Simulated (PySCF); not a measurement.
B3LYP has the VWN-RPA correlation part, as in Gaussian. Delta-SCF ions had no search for a lower state. Excitations are Tamm–Dancoff values on a coarser integration grid. The basis has no diffuse functions, so Rydberg states are missing or too high.

[Al(F)3(N(CH3)3)] (charge 0, multiplicity 1)

Method: PySCF with B3LYP-D3(BJ)/def2-TZVP // B3LYP-D3(BJ)/def2-SVP.

HOMO: -9.17 eV
dipole moment: 1.273 e·Å
HOMO–LUMO gap: 9.21 eV
LUMO: 0.04 eV
S1 excitation (TDA): 8.29 eV
S1 oscillator strength: 0.007
brightest of the four lowest singlets (TDA): 9.35 eV
T1 excitation (TDA): 8.01 eV
S1–T1 gap (TDA): 0.29 eV
vertical ionisation energy (Delta-SCF): 11.33 eV
charge on the central atom (Mulliken): 0.78 e
charge on the central atom (meta-Löwdin): 1.36 e
total energy: -716.9938 Ha
cost: around 8 core-minutes (rough)

```xyz
17

Al    -0.0078    -0.0132    -0.0023
F     -0.3352     0.3023     1.6102
F     -0.7502     0.9885    -1.1212
F      1.5542    -0.5004    -0.3620
C     -0.4693    -2.7239     0.6601
N     -1.0174    -1.7156    -0.2765
C     -0.8242    -2.1354    -1.6838
C     -2.4461    -1.4464     0.0076
H     -0.9944    -3.6873     0.5474
H     -0.5849    -2.3518     1.6865
H      0.6009    -2.8540     0.4520
H     -1.1932    -1.3391    -2.3435
H     -1.3651    -3.0746    -1.8886
H      0.2495    -2.2738    -1.8666
H     -3.0499    -2.3593    -0.1289
H     -2.5388    -1.0869     1.0408
H     -2.7988    -0.6589    -0.6713
```
Charge 0, spin multiplicity 1.
